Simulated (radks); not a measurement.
Polarisability of neutral phosphorus, [Ne] 3s2 3p3, at imaginary frequency. Calculated with a radial shooting solver on a logarithmic mesh with Libxc functionals: scalar-relativistic Kohn-Sham, LDA (Slater exchange, VWN5 correlation), spin-polarised, spherical densities, finite nucleus; open shells are filled with parallel spins first; Fermi nuclear charge, rms radius 3.1889 fm. Response by self-consistent Sternheimer equations with the Hartree and adiabatic LDA kernel, the relativistic mass of each level held fixed and spin-orbit coupling left out.

w (hartree),alpha1(iw) (bohr^3)
0.00266,27.93
0.0143,27.87
0.0360,27.58
0.0697,26.67
0.118,24.69
0.186,21.33
0.280,16.84
0.413,11.98
0.605,7.644
0.892,4.373
1.35,2.255
2.12,1.051
3.59,0.4411
6.94,0.1570
17.5,0.03469

Static values: alpha1 = 27.93 bohr^3 (4.138 angstrom^3; uncoupled 41.89). C6 = 208.0, triple-dipole C9 = 4224 atomic units. One-pole (London) frequency 4 C6 / (3 alpha1^2) = 0.356 hartree, against 0.231 for minus the highest occupied eigenvalue. Recommended static value: 25 bohr^3 (Schwerdtfeger and Nagle, 2023 table).
